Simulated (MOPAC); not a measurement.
Job for MOPAC: PM7 on NH-, 2S+1 = 2, a spin state set in the input, which need not be the lowest, a point of a bond scan (R = 1.077 Å). Charge -1.

```
PM7 1SCF PRECISE CHARGE=-1 UHF MS=0.5 THREADS=1
HN

H      0.00000000 1     0.00000000 1     0.00000000 1
N      0.00000000 1     0.00000000 1     1.07653500 1
```

Output:

```
*******************************************************************************
 **                                                                           **
 **                              MOPAC v23.2.5                                **
 **                                                                           **
 *******************************************************************************
 ** MOPAC's Digital Object Identifier: https://doi.org/10.5281/zenodo.6511958 **
 **                                                                           **
 ** Please cite the open-source release paper for use of this MOPAC version:  **
 ** J. E. Moussa and J. J. P. Stewart (2026)                                  **
 ** MOPAC: An open-source semiempirical molecular orbital program             **
 ** J. Open Source Softw., 11(119), 8025, https://doi.org/10.21105/joss.08025 **
 *******************************************************************************

                              PM7 CALCULATION RESULTS

 *******************************************************************************
 *  PM7        - The PM7 Hamiltonian to be used
 *  UHF        - UNRESTRICTED HARTREE-FOCK CALCULATION
 *
 *
 *
 *                 CHARGE ON SYSTEM = -1
 *
 *
 *
 *  MS=        - IN MECI, MAGNETIC COMPONENT OF SPIN =  0.5
 *  PRECISE    - TIGHTER CRITERIA TO BE USED
 *  1SCF       - DO 1 SCF AND THEN STOP
 *  THREADS=1  - MULTI-THREADING NOT USED
 *  T=         - A TIME OF 172800.0 SECONDS REQUESTED
 *  DUMP=N     - RESTART FILE WRITTEN EVERY 7200.0 SECONDS REQUESTED
 *******************************************************************************
PM7 1SCF PRECISE CHARGE=-1 UHF MS=0.5 THREADS=1
 HN

   ATOM   CHEMICAL          X               Y               Z
  NUMBER   SYMBOL      (ANGSTROMS)     (ANGSTROMS)     (ANGSTROMS)

     1       H          0.00000000  *   0.00000000  *   0.00000000  *
     2       N          0.00000000  *   0.00000000  *   1.07653500  *



          CARTESIAN COORDINATES

    NO.       ATOM           X           Y           Z

     1         H          0.0000      0.0000      0.0000
     2         N          0.0000      0.0000      1.0765

 General Reference for PM7:
 "Optimization of Parameters for Semiempirical Methods VI: More Modifications to the
 NDDO Approximations and Re-optimization of Parameters", J. J. P. Stewart, J. Mol. Mod., 1:32, 19 (2013)
 https://link.springer.com/article/10.1007/s00894-012-1667-x

           Empirical Formula: H N  =     2 atoms



      MOLECULAR POINT GROUP   :   C*v


          UHF CALCULATION, NO. OF ALPHA ELECTRONS =    4
                           NO. OF BETA  ELECTRONS =    3

 -------------------------------------------------------------------------------
 PM7 1SCF PRECISE CHARGE=-1 UHF MS=0.5 THREADS=1
 HN



     1SCF WAS SPECIFIED, SO BFGS WAS NOT USED
     SCF FIELD WAS ACHIEVED


                              PM7 CALCULATION
                                                       MOPAC v23.2.5 Linux




          FINAL HEAT OF FORMATION =         80.54315 KCAL/MOL =     336.99253 KJ/MOL


          COSMO AREA              =         44.44 SQUARE ANGSTROMS
          COSMO VOLUME            =         27.55 CUBIC ANGSTROMS

          IONIZATION POTENTIAL    =          0.144051 EV
          ALPHA SOMO LUMO (EV)    =         -1.161 13.517
          BETA  SOMO LUMO (EV)    =         -0.144  9.201
          NO. OF ALPHA ELECTRONS  =          4
          NO. OF BETA  ELECTRONS  =          3
          MOLECULAR WEIGHT        =         15.0146         POINT GROUP:  C*v

          MOLECULAR DIMENSIONS (Angstroms)

            Atom       Atom       Distance
            N     2    H     1     1.07654
            N     2    H     1     0.00000
            H     1    N     2     0.00000


          SCF CALCULATIONS        =          1





   ATOM   CHEMICAL          X               Y               Z
  NUMBER   SYMBOL      (ANGSTROMS)     (ANGSTROMS)     (ANGSTROMS)

     1       H          0.00000000  *   0.00000000  *   0.00000000  *
     2       N          0.00000000  *   0.00000000  *   1.07653500  *

                             CARTESIAN COORDINATES

   1    H        0.000000000     0.000000000     0.000000000
   2    N        0.000000000     0.000000000     1.076535000


           Empirical Formula: H N  =     2 atoms



      MOLECULAR POINT GROUP   :   C*v


          ALPHA EIGENVALUES
 -22.07135  -5.09281  -3.07121  -1.16102  13.51749


           BETA EIGENVALUES
 -19.45135  -4.15027  -0.14405   9.20080  13.94303


              NET ATOMIC CHARGES AND DIPOLE CONTRIBUTIONS

  ATOM NO.   TYPE          CHARGE      No. of ELECS.   s-Pop       p-Pop
    1          H           0.140984        0.8590     0.85902
    2          N          -1.140984        6.1410     1.92552     4.21547
 DIPOLE           X         Y         Z       TOTAL
 POINT-CHG.     0.000     0.000    -1.076     1.076
 HYBRID        -0.000    -0.000    -0.798     0.798
 SUM           -0.000    -0.000    -1.874     1.874


          ATOMIC ORBITAL ELECTRON POPULATIONS

     Atom    s        px        py        pz
    1  H   0.85902
    2  N   1.92552   2.00000   1.00000   1.21547


                    (SZ)    =    0.500000
                    (S**2)  =    0.753085


          ATOMIC ORBITAL SPIN POPULATIONS

    Atom   Total    s     px     py     pz
         Atomic
    1  H -0.0550 -0.055
    2  N  1.0550  0.005  0.000  1.000  0.050

 **********************
 *                    *
 * JOB ENDED NORMALLY *
 *                    *
 **********************




 == MOPAC DONE ==
```

The run finished.

Cost: roughly 0.010 core-seconds.
